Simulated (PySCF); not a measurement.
CH6O3Si.
SMILES: `[Si](C)(O)(O)O`

Level of theory: TDDFT B3LYP/def2-SVPD, vertical, gas phase, core orbitals frozen in the response in PySCF 2.14.0, density-fitted response routines. Isolated species at its GFN2-xTB geometry (one conformer only). Torsions of this conformer, `[CH3:1][Si:2]([OH:3])([OH:4])[OH:5]`: H–O3–Si2–C1 81°, H–O4–Si2–C1 80°, H–O5–Si2–C1 81°.

Q: List the vertical singlet excitations with oscillator strengths and describe the spectrum.

A: 

```json
{"state": "S1", "E (eV)": "7.13", "λ (nm)": "174.0", "ν̃ (cm⁻¹)": "57490", "f": "0.104", "|μ| (D)": "1.96", "symmetry": "A", "main configurations (H = HOMO, L = LUMO)": "H→L (99%)"}
{"state": "S2", "E (eV)": "7.69", "λ (nm)": "161.1", "ν̃ (cm⁻¹)": "62060", "f": "0.0043", "|μ| (D)": "0.39", "symmetry": "E", "main configurations (H = HOMO, L = LUMO)": "H-2/H-1→L (≥88%)"}
{"state": "S3", "E (eV)": "7.70", "λ (nm)": "161.1", "ν̃ (cm⁻¹)": "62070", "f": "0.0042", "|μ| (D)": "0.38", "symmetry": "E", "main configurations (H = HOMO, L = LUMO)": "H-2/H-1→L (≥88%)"}
{"state": "S4", "E (eV)": "8.14", "λ (nm)": "152.3", "ν̃ (cm⁻¹)": "65650", "f": "0.018", "|μ| (D)": "0.76", "symmetry": "E", "main configurations (H = HOMO, L = LUMO)": "H→L+1/L+2 (≥90%)"}
{"state": "S5", "E (eV)": "8.14", "λ (nm)": "152.3", "ν̃ (cm⁻¹)": "65670", "f": "0.018", "|μ| (D)": "0.76", "symmetry": "E", "main configurations (H = HOMO, L = LUMO)": "H→L+1/L+2 (≥90%)"}
{"state": "S6", "E (eV)": "8.54", "λ (nm)": "145.3", "ν̃ (cm⁻¹)": "68850", "f": "0.018", "|μ| (D)": "0.75", "symmetry": "A", "main configurations (H = HOMO, L = LUMO)": "H-2/H-1→L+1/L+2 (≥49%), H-3→L (22%)"}
{"state": "S7", "E (eV)": "8.72", "λ (nm)": "142.1", "ν̃ (cm⁻¹)": "70350", "f": "0.017", "|μ| (D)": "0.72", "symmetry": "A", "main configurations (H = HOMO, L = LUMO)": "H→L+3 (79%), H-3→L (17%)"}
```

Triplets, Tamm–Dancoff:

```tsv
state	E (eV)	λ (nm)	main configurations (H = HOMO, L = LUMO)
T1	6.90	179.7	H→L (96%)
T2	7.46	166.3	H-2/H-1→L (≥77%)
T3	7.46	166.3	H-2/H-1→L (≥77%)
```

The lowest singlet lies at 7.13 eV (174 nm, vacuum ultraviolet) and is of moderate strength; its leading configuration is HOMO→LUMO (99%). The lowest level is also the most intense of those listed (f = 0.104). S2/S3 and S4/S5 lie within about 0.01 eV of each other in each set; the point group C3 has degenerate representations, and within a degenerate level the listed configurations can mix freely. Löwdin shares by element: HOMO carbon 31%, oxygen 28% or more, silicon 15% (atoms not listed hold the other 26%); LUMO silicon 32%, oxygen 31% (atoms not listed hold the other 36%). The oscillator strengths of these states sum to 0.183; summed over the whole spectrum of an exact calculation they would give the number of electrons, 50 (Thomas–Reiche–Kuhn). Of the 7 states listed, 5 reach f = 0.01 and none stays under 0.0005. Orbital energies (eV): HOMO-3 -10.09, HOMO-2 -9.05, HOMO-1 -9.05, HOMO -8.32, LUMO -0.33, LUMO+1 0.72, LUMO+2 0.73. Symmetry labels in C3 follow from the direction of the transition dipole and are given only for states with f of 0.002 or more. Orbitals of the list HOMO-3 to LUMO+2 that lie within 0.01 eV of each other are written together with a slash and their weights summed (≥ marks a lower bound); for degenerate orbitals outside that list single weights are arbitrary. Only the lowest 8 singlets were computed, as vertical energies without vibronic structure. The highest level found (8.77 eV, f 0.0004 so far) is left out, since the window may have cut off a degenerate partner.

Hardware: Arm Neoverse V2, one thread, shared host. Cost: 14 s of wall time.
